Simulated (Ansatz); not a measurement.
Reaction (formal exchange of groups at the As–N bond): `N[AsH]O` + GeH₄ → `O[AsH][GeH3]` + NH₃

Program: Ansatz. Geometries: PBE0-D4/def2-TZVP. ΔE: electronic, gas phase. CCSD(T)/CBS adds triple-zeta CCSD(T) − MP2 to the extrapolated MP2 energy (def2 sets, frozen cores). This one scheme is used for every species. DFT in def2-TZVPP. For As, Ge outer-core shells are correlated without core-valence functions, which leaves a few kJ/mol of doubt a bond. Scalar relativity is left out up to krypton. One conformer a species, not always the lowest.

| level | ΔE (kJ/mol) |
| --- | --- |
| r2SCAN0-D4 | -32.6 |
| B2PLYP | -26.9 |
| r2SCAN | -30.5 |
| CCSD/CBS(def2) | -30.7 |

(1) What does CCSD(T)/CBS give? (Estimate.)

Largest T1 diagnostic among the species: 0.012.

## Answers

(1) The calculation gave: -30.6 kJ/mol. The listed levels differ from it by -2.0, 3.7, 0.1, -0.1 kJ/mol.

Leaving LDA and LC-ωPBE aside and taking each functional with its dispersion term where it has one, the values, not all of them listed here, spread over 12.7 kJ/mol, from HSE06-D4 to B97M-V. LDA lies +5.8 kJ/mol from PBE without D4. At CCSD(T), def2-SVP lies +7.7 kJ/mol from the extrapolated value and def2-TZVPP +3.0 kJ/mol. In def2-TZVPP, CCSD(T) changes the Hartree–Fock value by −6.0 kJ/mol (the triples alone add +0.1 kJ/mol) and MP2 by −5.5 kJ/mol.
